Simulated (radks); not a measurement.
Spherical quantum dot in the effective-mass picture: electrons in a parabolic well V = omega^2 r^2 / 2 with omega = 2.35, with a point charge +1 (a donor) at the centre, all in effective atomic units (hartree* = m*/eps^2 hartree, bohr* = eps/m* bohr), one dielectric constant everywhere. Calculated with a radial shooting solver with Libxc functionals: non-relativistic Kohn-Sham, LDA (Slater exchange, Perdew-Wang correlation), spin-polarised, spherical densities. Levels are named by radial order and angular momentum (1s, 1p, 1d, 2s, ...), and open shells are averaged over m. Each electron was tried in the lowest free levels, single moves between levels near the top were tried too, and the lowest total energy was kept; such a search can miss a lower state. At N = 1 the Hartree and exchange-correlation terms need not cancel, so that row can carry a self-interaction error.

\begin{tabular}{lrrrrrr}
N & open shells & 2S & E (hartree*) & mu = E(N) - E(N-1) (hartree*) & addition energy mu(N+1) - mu(N) (hartree*) & rms radius (bohr*) \\ \hline
1 & 1s(up 1, down 0) & 1 & 1.69055 & 1.6906 & 1.318 & 0.7006 \\
2 & none & 0 & 4.69924 & 3.0087 & 3.595 & 0.7375 \\
3 & 1p(up 1, down 0) & 1 & 11.3032 & 6.6040 & 0.7709 & 0.8595 \\
4 & 1p(up 2, down 0) & 2 & 18.6781 & 7.3749 & 0.7843 & 0.9242 \\
5 & 1p(up 3, down 0) & 3 & 26.8373 & 8.1592 & 0.9999 & 0.9688 \\
6 & 1p(up 3, down 1) & 2 & 35.9963 & 9.1590 & 0.7208 & 1.006 \\
7 & 1p(up 3, down 2) & 1 & 45.8762 & 9.8799 & 0.7300 & 1.036 \\
8 & none & 0 & 56.4860 & 10.610 & 2.399 & 1.063 \\
9 & 2s(up 1, down 0) & 1 & 69.4945 & 13.008 & 0.7404 & 1.105 \\
10 & none & 0 & 83.2434 & 13.749 & 0.7884 & 1.141 \\
11 & 1d(up 1, down 0) & 1 & 97.7807 & 14.537 & 0.6166 & 1.173 \\
12 & 1d(up 2, down 0) & 2 & 112.935 & 15.154 & 0.6141 & 1.201 \\
13 & 1d(up 3, down 0) & 3 & 128.702 & 15.768 & 0.6105 & 1.226 \\
14 & 1d(up 4, down 0) & 4 & 145.081 & 16.378 & 0.6062 & 1.248 \\
15 & 1d(up 5, down 0) & 5 & 162.066 & 16.985 & 0.7566 & 1.270 \\
16 & 1d(up 5, down 1) & 4 & 179.807 & 17.741 & 0.5807 & 1.290 \\
17 & 1d(up 5, down 2) & 3 & 198.129 & 18.322 & 0.5789 & 1.309 \\
18 & 1d(up 5, down 3) & 2 & 217.029 & 18.901 & 0.5762 & 1.327 \\
19 & 1d(up 5, down 4) & 1 & 236.507 & 19.477 & 0.5729 & 1.344 \\
20 & none & 0 & 256.556 & 20.050 & 2.166 & 1.360 \\
21 & 1f(up 1, down 0) & 1 & 278.772 & 22.216 & 0.5231 & 1.381 \\
22 & 1f(up 2, down 0) & 2 & 301.511 & 22.739 & 0.5212 & 1.402 \\
23 & 1f(up 3, down 0) & 3 & 324.771 & 23.260 & 0.5189 & 1.420 \\
24 & 1f(up 4, down 0) & 4 & 348.550 & 23.779 & 0.5165 & 1.438 \\
25 & 1f(up 5, down 0) & 5 & 372.846 & 24.295 & 0.5139 & 1.455 \\
26 & 1f(up 6, down 0) & 6 & 397.655 & 24.809 & 0.5113 & 1.472 \\
27 & 1f(up 7, down 0) & 7 & 422.976 & 25.321 & 0.6419 & 1.487 \\
28 & 1f(up 7, down 1) & 6 & 448.938 & 25.963 & 0.4971 & 1.503 \\
29 & 1f(up 7, down 2) & 5 & 475.398 & 26.460 & 0.4956 & 1.517 \\
30 & 1f(up 7, down 3) & 4 & 502.354 & 26.955 & 0.4938 & 1.531 \\
31 & 1f(up 7, down 4) & 3 & 529.803 & 27.449 & 0.4918 & 1.545 \\
32 & 1f(up 7, down 5) & 2 & 557.743 & 27.941 & 0.4897 & 1.558 \\
33 & 1f(up 7, down 6) & 1 & 586.174 & 28.431 & 0.4875 & 1.571 \\
34 & none & 0 & 615.092 & 28.918 & 0.6154 & 1.583 \\
35 & 2p(up 1, down 0) & 1 & 644.625 & 29.533 & 0.4960 & 1.596 \\
36 & 2p(up 2, down 0) & 2 & 674.655 & 30.029 & - & 1.608 \\
\end{tabular}

All shells are closed at N = 2, 8, 10, 20, 34 (there: 1s2 1p6 1d10 2s2 1f14); the second difference of the energy has clear peaks (12 % above both neighbours; the first and last values, which can be the largest, are not judged, and half-filled shells can peak too) at N = 2, 5, 8, 15, 20, 27, 34.
